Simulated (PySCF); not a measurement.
**Computed structure and properties of [GdCl4]−**

System: [GdCl4]− (singlet in the valence; each metal's 4f electrons, 7 of them, lie in its core potential, out of spins and levels); start: template (Td). Method: PySCF 2.14.0, RKS BP86, Gd lcecp-1-SVP with ECP53, Cl def2-SVP; non-relativistic Hamiltonian with scalar-relativistic core potentials where named; density fitting; no spin-orbit coupling.

Input of the relaxation:

```python
mol = gto.M(atom='''
Gd     0.00000     0.00000    -0.00000
Cl     1.52090     1.52090     1.52090
Cl    -1.52090    -1.52090     1.52090
Cl     1.52090    -1.52090    -1.52090
Cl    -1.52090     1.52090    -1.52090''',
    basis={'Gd': 'lcecp-1-SVP', 'Cl': 'def2-SVP'},
    ecp={'Gd': 'lcecp-1-SVP'},
    charge=-1, spin=0)
mf = dft.RKS(mol, xc='B88,P86')
mf.grids.atom_grid = (50, 194)  # f atoms: unpruned, at least (60, 302)
mf = mf.density_fit()  # fitting sets: Gd AutoAux, Cl def2-universal-JKFIT
mf.conv_tol = 1e-08; mf.max_cycle = 55
mf.kernel(dm0)  # dm0: converged density of the start geometry
# quasi-Newton relaxation in Cartesian coordinates to a largest gradient under 0.00045 Eh/bohr, steps kept in the point group
```

Run from Python with OMP_NUM_THREADS=2; the lines above give its settings. Where DIIS fails, smearing, a level shift and second-order steps follow.
It took 16 s on 2 threads of Arm Neoverse V1 (shared host), from the converged density of the start.

Course of the relaxation:

```tsv
step	energy above end (eV)	largest force component within the symmetry (eV/Å)
0	0.0909	0.368
1	0.0257	0.204
2	0.0004	0.027
3	0.0000	0.002
```

Relaxed geometry (Td):

```xyz
5

Gd    0.0000    0.0000    0.0000
Cl    1.4817    1.4817    1.4817
Cl   -1.4817   -1.4817    1.4817
Cl    1.4817   -1.4817   -1.4817
Cl   -1.4817    1.4817   -1.4817
```

```csv
contact,Å
Gd1–Cl2 (Cl),2.566
Gd1–Cl3 (Cl),2.566
Gd1–Cl4 (Cl),2.566
Gd1–Cl5 (Cl),2.566
```

On the finer grid (75, 302):

```yaml
HOMO: -3.17 eV
LUMO: 2.81 eV
Dipole_about_the_centre_of_mass: 0.00 D
Set_of_Mulliken_populations_of_Gd1_outside_the_core_potential: s 2.33, p 6.47, d 1.60, f 0.04
D3_BJ_dispersion_energy_not_in_the_energies: -0.422 eV
```

| atom | Mulliken (e) | Löwdin (e) | spin (e) |
| --- | --- | --- | --- |
| Gd1 | 0.55 | -0.54 | 0.00 |
| Cl2 | -0.39 | -0.11 | 0.00 |
| Cl3 | -0.39 | -0.11 | 0.00 |
| Cl4 | -0.39 | -0.11 | 0.00 |
| Cl5 | -0.39 | -0.11 | 0.00 |

The 4f levels lie in the core potential and are missing. Their spin isn't counted.

On the grid (50, 194), as all that follows. Harmonic modes: a minimum; lowest 74 cm⁻¹ (negative: unstable), highest 302 cm⁻¹, zero-point energy 0.099 eV.

Taking off one Cl (charge -1, singlet; the rest: singlet) in vacuum, both parts rigid, costs 4.95 eV; the small basis without counterpoise inflates it.

Rigid scan of Cl along the line from its metal:

| distance to Cl2 (Å) | energy (eV) |
| --- | --- |
| 2.27 | 0.622 |
| 2.37 | 0.241 |
| 2.47 | 0.053 |
| 2.57 | 0.000 |
| 2.67 | 0.040 |
| 2.77 | 0.144 |
| 2.97 | 0.458 |
| 3.27 | 1.025 |
| 3.67 | 1.737 |
| 4.17 | 2.437 |

One start shape was tried, so this needn't be the lowest isomer.

An lcecp potential fixes the number of 4f electrons, so in runs with it no electron can move into or out of that shell.
